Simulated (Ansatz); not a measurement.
Computed with Ansatz on PBE0-D4/def2-TZVP structures; ΔE is electronic, products minus reactants. CCSD(T)/CBS adds triple-zeta CCSD(T) − MP2 to the extrapolated MP2 energy (def2 sets, frozen cores). DFT in def2-TZVPP. B3LYP here is the variant with VWN-RPA as its local correlation; programs differ in this. HSE06 is defined as in plane-wave codes. For Br, Ge outer-core shells are correlated without core-valence functions, which leaves a few kJ/mol of doubt a bond. Scalar relativity is left out up to krypton.

Consider the cleavage of the Si–Ge bond: `[SiH3][GeH]([SiH3])[SiH3]` + HBr → `[SiH3]Br` + `[SiH3][GeH2][SiH3]`.

```json
{"level": "LDA (SPW92)", "ΔE (kcal/mol)": "-12.4", "difference from CCSD(T)/CBS": "2.5"}
{"level": "PBE-D4", "ΔE (kcal/mol)": "-12.2", "difference from CCSD(T)/CBS": "2.7"}
{"level": "revPBE-D4", "ΔE (kcal/mol)": "-12.1", "difference from CCSD(T)/CBS": "2.8"}
{"level": "r2SCAN-D4", "ΔE (kcal/mol)": "-14.6", "difference from CCSD(T)/CBS": "0.3"}
{"level": "B97M-V", "ΔE (kcal/mol)": "-15.5", "difference from CCSD(T)/CBS": "-0.6"}
{"level": "PBE0-D4", "ΔE (kcal/mol)": "-13.4", "difference from CCSD(T)/CBS": "1.5"}
{"level": "r2SCANh-D4", "ΔE (kcal/mol)": "-14.8", "difference from CCSD(T)/CBS": "0.1"}
{"level": "r2SCAN0-D4", "ΔE (kcal/mol)": "-15.1", "difference from CCSD(T)/CBS": "-0.2"}
{"level": "HSE06-D4", "ΔE (kcal/mol)": "-13.4", "difference from CCSD(T)/CBS": "1.5"}
{"level": "BHLYP-D4", "ΔE (kcal/mol)": "-15.8", "difference from CCSD(T)/CBS": "-0.9"}
{"level": "CAM-B3LYP-D4", "ΔE (kcal/mol)": "-15.3", "difference from CCSD(T)/CBS": "-0.4"}
{"level": "ωB97X-V", "ΔE (kcal/mol)": "-15.5", "difference from CCSD(T)/CBS": "-0.6"}
{"level": "ωB97M-V", "ΔE (kcal/mol)": "-15.6", "difference from CCSD(T)/CBS": "-0.7"}
{"level": "B2PLYP", "ΔE (kcal/mol)": "-16.0", "difference from CCSD(T)/CBS": "-1.1"}
{"level": "PBE-QIDH", "ΔE (kcal/mol)": "-15.3", "difference from CCSD(T)/CBS": "-0.4"}
{"level": "PBE", "ΔE (kcal/mol)": "-13.5", "difference from CCSD(T)/CBS": "1.4"}
{"level": "revPBE", "ΔE (kcal/mol)": "-14.0", "difference from CCSD(T)/CBS": "0.9"}
{"level": "BLYP", "ΔE (kcal/mol)": "-15.5", "difference from CCSD(T)/CBS": "-0.6"}
{"level": "r2SCAN", "ΔE (kcal/mol)": "-15.0", "difference from CCSD(T)/CBS": "-0.1"}
{"level": "B3LYP", "ΔE (kcal/mol)": "-16.2", "difference from CCSD(T)/CBS": "-1.3"}
{"level": "r2SCANh", "ΔE (kcal/mol)": "-15.3", "difference from CCSD(T)/CBS": "-0.4"}
{"level": "r2SCAN0", "ΔE (kcal/mol)": "-15.6", "difference from CCSD(T)/CBS": "-0.7"}
{"level": "BHLYP", "ΔE (kcal/mol)": "-17.8", "difference from CCSD(T)/CBS": "-2.9"}
{"level": "CAM-B3LYP", "ΔE (kcal/mol)": "-16.7", "difference from CCSD(T)/CBS": "-1.8"}
{"level": "LC-ωPBE", "ΔE (kcal/mol)": "-15.5", "difference from CCSD(T)/CBS": "-0.6"}
{"level": "RPA@PBE/def2-TZVPP", "ΔE (kcal/mol)": "-13.8", "difference from CCSD(T)/CBS": "1.1"}
{"level": "HF/def2-SVP", "ΔE (kcal/mol)": "-18.6", "difference from CCSD(T)/CBS": "-3.7"}
{"level": "MP2/def2-SVP", "ΔE (kcal/mol)": "-13.9", "difference from CCSD(T)/CBS": "1.0"}
{"level": "CCSD/def2-SVP", "ΔE (kcal/mol)": "-13.6", "difference from CCSD(T)/CBS": "1.3"}
{"level": "CCSD(T)/def2-SVP", "ΔE (kcal/mol)": "-13.0", "difference from CCSD(T)/CBS": "1.9"}
{"level": "HF/def2-TZVPP", "ΔE (kcal/mol)": "-20.6", "difference from CCSD(T)/CBS": "-5.7"}
{"level": "MP2/def2-TZVPP", "ΔE (kcal/mol)": "-15.1", "difference from CCSD(T)/CBS": "-0.2"}
{"level": "SCS-MP2/def2-TZVPP", "ΔE (kcal/mol)": "-15.9", "difference from CCSD(T)/CBS": "-1.0"}
{"level": "CCSD/def2-TZVPP", "ΔE (kcal/mol)": "-14.9", "difference from CCSD(T)/CBS": "0.0"}
{"level": "CCSD(T)/def2-TZVPP", "ΔE (kcal/mol)": "-14.1", "difference from CCSD(T)/CBS": "0.8"}
{"level": "HF/def2-QZVPP", "ΔE (kcal/mol)": "-20.8", "difference from CCSD(T)/CBS": "-5.9"}
{"level": "MP2/def2-QZVPP", "ΔE (kcal/mol)": "-15.6", "difference from CCSD(T)/CBS": "-0.7"}
{"level": "SCS-MP2/def2-QZVPP", "ΔE (kcal/mol)": "-16.5", "difference from CCSD(T)/CBS": "-1.6"}
{"level": "HF/CBS(def2)", "ΔE (kcal/mol)": "-20.9", "difference from CCSD(T)/CBS": "-6.0"}
{"level": "CCSD/CBS(def2)", "ΔE (kcal/mol)": "-15.7", "difference from CCSD(T)/CBS": "-0.8"}
{"level": "CCSD(T)/CBS", "ΔE (kcal/mol)": "-14.9", "difference from CCSD(T)/CBS": "0"}
```

Largest T1 diagnostic among the species: 0.012.

At CCSD(T), def2-SVP lies +1.9 kcal/mol from the extrapolated value and def2-TZVPP +0.8 kcal/mol. Leaving LDA and LC-ωPBE aside and taking each functional with its dispersion term where it has one, the values spread over 3.9 kcal/mol, from B2PLYP to revPBE-D4. LDA lies +1.1 kcal/mol from PBE without D4. From BLYP to BHLYP (50 % exact exchange), in def2-TZVPP and without D4, ΔE moves by −2.3 kcal/mol.

CCSD(T)/CBS has its own doubt, a few kJ/mol and more with outer-core shells, so smaller differences from it don't rank the levels.
